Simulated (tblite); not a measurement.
Compound: C6H10O2Si.
Atom-mapped SMILES: `[CH3:1][SiH:2]([CH3:3])/[CH:4]=[CH:5]/[C:6](=[O:7])[CH:8]=[O:9]` (hydrogens: H10, H11, H12 on C1; H13 on Si2; H14, H15, H16 on C3; H17 on C4; H18 on C5; H19 on C8)

The geometry is computed with GFN2-xTB (gas phase).

Problem. What internal coordinates does the optimisation give?

Solution. 
```
                   bond  length (bohr)   order
         C1–Si2, Si2–C3          3.596  single
                 Si2–C4          3.576  single
                  C4=C5          2.527  double
                  C5–C6          2.762  single
                  C6=O7          2.296  double
                  C6–C8          2.885  single
                  C8=O9          2.265  double
C1–H10 and 5 like bonds          2.053  single
                Si2–H13          2.779  single
                 C4–H17          2.051  single
                 C5–H18          2.041  single
                 C8–H19          2.090  single
```

Bonds in one row agree within 0.02 bohr and their mean is given. Orders are formal, as drawn. A selection of angles:
```
    angle  degrees
C1–Si2–C3    110.2
C1–Si2–C4    107.8
Si2–C4–C5    125.3
 C4–C5–C6    122.3
 C5–C6–O7    125.7
 C5–C6–C8    115.0
 O7–C6–C8    119.3
 C6–C8–O9    124.8
```

Torsions: C1–Si2–C4–C5 -121° (anticlinal); Si2–C4–C5–C6 180° (antiperiplanar); C4–C5–C6–O7 0° (synperiplanar); C5–C6–C8–O9 0° (synperiplanar).

Si2 (SiH silicon) is tetrahedral (angles from 107.8° to 111.0°). The 3 C–C bonds span 1.337 Å (C4=C5, drawn double) to 1.526 Å (C6–C8, drawn single), a spread of 0.189 Å. Of the pairs four or more bonds apart, O9···H18 is among the closest relative to their van der Waals radii: 2.44 Å, 90 % of the sum of Bondi's values.

Point group: Cs (every atom within 0.08 Å of its image). Its lowest GFN2-xTB frequency is 14 cm⁻¹, too small to tell a flat minimum from a shallow saddle. One conformer, not necessarily the lowest. 3 starts were optimised and ended at 0.00, 0.26 and 1.30 kcal/mol (GFN2-xTB); the lowest of these is shown.
